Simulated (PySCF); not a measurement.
I²⁺: excitation energy

I²⁺ [Kr] 4d10 5s2 5p3 (4S) → I²⁺ [Kr] 4d10 5s1 5p3 5d1 (6D), as a difference of total energies. All numbers are calculated (PySCF 2.14, a scalar-relativistic core potential, in aug-cc-pVQZ-PP with one added diffuse shell each of s, p, d, f, g type with ECP28MDF (8s8p6d4f3g, 117 functions)). Correlated levels: valence: 4s2 4p6 4d10 frozen. The calculations carry no spin-orbit coupling.

```tsv
method	excitation energy (eV)
UHF	20.096
LDA	23.297
PBE	22.742
PBE0	22.356
r2SCAN	22.234
wB97X-V	22.728
B3LYP	23.011
revPBE	22.513
MP2 (valence)	21.381
SCS-MP2 (valence)	21.796
```

Problem. How much does correlation contribute at MP2 (valence)?

Solution. 21.381 − (20.096) = 1.285 eV, measured against UHF.

The promoted electron is Rydberg-like, and one or two diffuse shells describe it only roughly, which tends to raise the upper state.
